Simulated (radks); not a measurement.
The beryllium ion Be+, configuration [He] 3p1 (not the ground configuration). Method: Dirac Kohn-Sham, BLYP, spin-unpolarised, spherical densities, finite nucleus; open shells fill j = l - 1/2 first; Fermi nuclear charge, rms radius 2.519 fm; computed with a radial shooting solver on a logarithmic mesh with Libxc functionals.

Normalised radial functions P(r) = r R(r) (large component), r in bohr:

r         1s1/2    3p1/2
0.01775  0.2448   0.0004
0.02239  0.3030   0.0007
0.02824  0.3732   0.0010
0.03561  0.4569   0.0016
0.04491  0.5551   0.0025
0.05664  0.6678   0.0039
0.07142  0.7939   0.0060
0.09007  0.9296   0.0092
0.1136   1.0682   0.0140
0.1433   1.1992   0.0211
0.1807   1.3078   0.0313
0.2278   1.3761   0.0458
0.285    1.3865   0.0649
0.3595   1.3254   0.0910
0.4533   1.1861   0.1242
0.5717   0.9786   0.1639
0.721    0.7304   0.2070
0.9093   0.4816   0.2469
1.147    0.2724   0.2718
1.446    0.1268   0.2644
1.824    0.0462   0.2065
2.3      0.0124   0.0886
2.9      0.0022  -0.0832
3.658    0.0002  -0.2789
4.576    0.0000  -0.4437
5.771    0.0000  -0.4738
7.278    0.0000  -0.3656
9.179    0.0000  -0.2044
11.58    0.0000  -0.0796
14.6     0.0000  -0.0203
18.41    0.0000  -0.0031

1s1/2: eigenvalue -126.34 eV, 0 radial nodes, <r> = 0.418 bohr, 90 % of the charge inside 0.753 bohr. 3p1/2: eigenvalue -4.990 eV, 1 radial node at r = 2.61 bohr, <r> = 5.72 bohr, 90 % of the charge inside 8.35 bohr.

Empty levels of this run are not shown, since the potential may be unsettled where no density lies.
